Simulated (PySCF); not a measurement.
The dipole of `Cl[C@@H]1C[SiH2]1` from its density and from atomic charges.

Coordinates (PBE0-D3(BJ)/def2-SVP, Å) and charges (e) from the PBE0/pcSseg-1 density (PySCF):

| atom | x | y | z | Mulliken | IAO | Hirshfeld | ESP-fitted |
| --- | --- | --- | --- | --- | --- | --- | --- |
| Cl1 | -1.454 | -0.010 | -1.887 | -0.1098 | -0.0842 | -0.0717 | -0.1120 |
| C2 | -0.829 | 0.269 | -0.256 | -0.4054 | -0.3645 | -0.0959 | -0.2455 |
| C3 | 0.619 | 0.739 | -0.129 | -0.4217 | -0.5229 | -0.1702 | -0.3934 |
| Si4 | 0.304 | -0.956 | 0.589 | +0.5316 | +0.6477 | +0.3037 | +0.1382 |
| H5 | -1.562 | 0.818 | 0.345 | +0.1847 | +0.1683 | +0.0479 | +0.2087 |
| H6 | 1.184 | 0.778 | -1.067 | +0.1699 | +0.1698 | +0.0471 | +0.1832 |
| H7 | 0.795 | 1.612 | 0.509 | +0.1621 | +0.1619 | +0.0507 | +0.1734 |
| H8 | 0.757 | -2.135 | -0.185 | -0.0482 | -0.0833 | -0.0536 | +0.0334 |
| H9 | 0.200 | -1.133 | 2.059 | -0.0632 | -0.0929 | -0.0580 | +0.0141 |

**Question.** What dipole does each set of charges give (1 e·Å = 4.803 D), and what does the density give?

**Answer.** The full density gives (1.07, 0.05, 1.83) D, 2.12 D in size; dipole vectors point from the negative to the positive end.

```csv
scheme,μx,μy,μz,size (D),share of the full size (%),angle to the full dipole (°)
Mulliken,1.87,-1.00,2.51,3.28,155,20
IAO,1.36,-1.39,2.33,3.03,143,28
Hirshfeld,0.67,-0.50,1.17,1.44,68,21
ESP-fitted,1.07,0.09,1.89,2.17,102,1
```

**Question.** Which set comes closest?

**Answer.** Length of the difference vector: ESP-fitted 0.07 D, Hirshfeld 0.95 D, Mulliken 1.48 D, IAO 1.54 D. Closest: ESP-fitted. ESP charges are fitted to the potential around the molecule, whose slowest-falling term is the dipole's. 

**Question.** What is left for the Hirshfeld atoms' own dipoles?

**Answer.** The shares of the density sum to the whole, so what Σ q r misses lies in dipoles about the nuclei. The atomic dipoles sum to (1.07, 0.05, 1.83) − (0.67, -0.50, 1.17) = (0.40, 0.55, 0.66) D, 0.95 D in size.

**Question.** With the origin at the mean of the coordinates, (0.001, -0.002, -0.003) Å, which are the largest single terms, by size, of the IAO dipole along the direction of the full one?

**Answer.** Si4 +2.00, C2 +1.11, Cl1 +0.96, H9 -0.83, H7 +0.68 D; all 9 atoms together +2.67 D. The single terms depend on the origin, their sum doesn't.

**Question.** Give the size of the full dipole in other units.

**Answer.** 2.12 D = 0.835 au = 0.442 e·Å = 7.08 × 10⁻³⁰ C·m.

Isolated species at its PBE0-D3(BJ)/def2-SVP geometry, gas phase.

The run behind these numbers computed NMR shieldings as well. On an x86-64 server with one thread, on a shared host, this took 6.2 s of wall time.
